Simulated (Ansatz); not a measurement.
CH$_{4}$OTe, singlet: harmonic vibrations of a pair.

The input file, in.yaml:

```yaml
crystal:
  periodic: [false, false, false]
  atoms:
    - {symbol: C, position_ang: [-0.133688, -0.123424, -1.604184]}
    - {symbol: O, position_ang: [1.036979, -0.128185, -1.857251]}
    - {symbol: H, position_ang: [-0.681053, 0.808648, -1.362222]}
    - {symbol: H, position_ang: [-0.740547, -1.050271, -1.605762]}
    - {symbol: Te, position_ang: [0.192130, -0.575578, 1.908163]}
    - {symbol: H, position_ang: [-0.717932, 0.278587, 2.997064]}
    - {symbol: H, position_ang: [1.043912, 0.790124, 1.524092]}
basis:
  gaussian: {orbitals: def2-TZVP}
hamiltonian: {xc: pbe0, dispersion: d4}
phonons: {temperatures: {t_min: 298.15, t_max: 900, t_step: 200}}
```

Launched with

```bash
ansatz run in.yaml --threads 4 --pin off --events-out ev --progress --plain --max-ram 9574MiB
```

Output of Ansatz 0.2.0:

```
Functional definition: PBE0
  name "PBE0"
  cite "Adamo & Barone, J. Chem. Phys. 110, 6158 (1999) doi:10.1063/1.478522"
  cite "Perdew, Burke & Ernzerhof, Phys. Rev. Lett. 77, 3865 (1996) doi:10.1103/PhysRevLett.77.3865"
  parent pbe
  parameter a = 0.25
  parameter kappa = 0.804
  parameter beta = 0.06672455060314922
  exchange = (1 - a)*pbe_x(kappa = kappa, mu = beta*pi^2/3) + a*exact_x
  correlation = pbe_c(beta = beta)
945 factors; their error is unknown
mean field evaluation 1: about -10434.6571 eV, gradient 4.6e1 eV
mean field evaluation 2: about -10382.1962 eV, gradient 1.3e2 eV
mean field evaluation 4: about -10438.9678 eV, gradient 1.0e1 eV
mean field evaluation 8: about -10439.1914 eV, gradient 1.7e-1 eV
mean field evaluation 16: about -10439.3484 eV, gradient 4.3e-3 eV
mean field -10439.34841592 eV, -383.6389782404 hartree, gradient 1.8e-5 eV, S^2 0.000000; 0 other end points of the search recorded, 0 dependent functions left out
the calculation of the forces begins
reference -10439.34844694 eV, -383.6389793805 hartree; 21, 21 occupied and 115, 115 virtual orbitals, 945 factors
these checks for a lower state are left out or cut short: stability, starts, cluster_reference, orbital_swaps, neighbouring_geometries, increment
945 factors; their error is unknown
Total energy: -10439.43345510 eV, -383.6421033728 hartree
Atom 0 at    -0.133688    -0.123424    -1.604184 Å, force     0.001685    -0.000866     0.000602 eV/Å
Atom 1 at     1.036979    -0.128185    -1.857251 Å, force    -0.002301     0.000654     0.000434 eV/Å
Atom 2 at    -0.681053     0.808648    -1.362222 Å, force     0.000439    -0.000172    -0.000416 eV/Å
Atom 3 at    -0.740547    -1.050271    -1.605762 Å, force     0.000144     0.000374    -0.000285 eV/Å
Atom 4 at     0.192130    -0.575578     1.908163 Å, force     0.000555    -0.000147    -0.000951 eV/Å
Atom 5 at    -0.717932     0.278587     2.997064 Å, force    -0.000748     0.000469     0.000806 eV/Å
Atom 6 at     1.043912     0.790124     1.524092 Å, force     0.000226    -0.000314    -0.000190 eV/Å
Dipole moment:    -0.457599     0.044544     0.181502 e Å
Vibrations: 21.44 56.65 80.67 121.68 172.68 182.14 890.62 1191.65 1263.68 1530.43 1838.92 2165.56 2176.50 2910.65 2971.41 cm⁻¹, zero-point energy 1.089491 eV

[the SCF lines of later steps are left out]
```

The lines “mean field evaluation” count trial sets of orbitals through the whole run, from several starts and some on an approximate energy, so they need not fall steadily or lie above the final value.

The run took about 34 s on 4 CPU threads of an Arm Neoverse V2 (shared host).
